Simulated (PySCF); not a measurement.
Nb: interval between two levels

Nb [Kr] 4d4 5s1 [6D9/2, M_J = 9/2] → Nb [Kr] 4d4 5p1 [6F11/2, M_J = 11/2], as a difference of total energies. Computed with PySCF 2.14 in x2c-TZVPall-2c with one added diffuse shell each of s, p, d type (9s10p8d1f, 86 functions), with the two-component X2C-1e Hamiltonian. Correlated levels: [Ar] 3d10 frozen; the 6 highest virtual spinors dropped. "Screened" scales the spin-orbit matrix elements by Boettger's factors to mimic the two-electron term; Breit and QED terms are absent.

```tsv
method	interval between two levels (cm⁻¹)
GHF (spin-free)	21007
GMP2 (spin-free)	24008
GHF (screened spin-orbit)	21243
GMP2 (screened spin-orbit)	24286
```

The labels give the starting determinants; with spin-orbit coupling the two ends relaxed to ⟨J²⟩ = 24.76, ⟨L²⟩ = 6.03, ⟨S²⟩ = 8.75 and ⟨J²⟩ = 35.80, ⟨L²⟩ = 12.09, ⟨S²⟩ = 8.75.
